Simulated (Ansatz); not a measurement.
Cartesian coordinates (Å):
```xyz
4

F     -0.8606    -0.9849    -0.1109
C     -0.1029     0.0122     0.2887
F     -0.6039     1.1602    -0.1104
Cl     1.5675    -0.1875    -0.0674
```
Charge 0, spin multiplicity 2.

Method: frozen-core CCSD(T)/cc-pVTZ // PBE0-D3(BJ)/def2-TZVP run with Ansatz (a first-principles code).

The HF energy is -696.29717 Ha and the MP2 correlation energy is -0.81759 Ha.

**Question.** Estimate the CCSD correlation energy, the (T) correction, the total energy and the T1 diagnostic.

**Answer.** 
The CCSD correlation energy comes out as -0.83619 Ha, the (T) correction is -0.03020 Ha and the CCSD(T) total energy is -697.16356 Ha. The T1 diagnostic is 0.014.
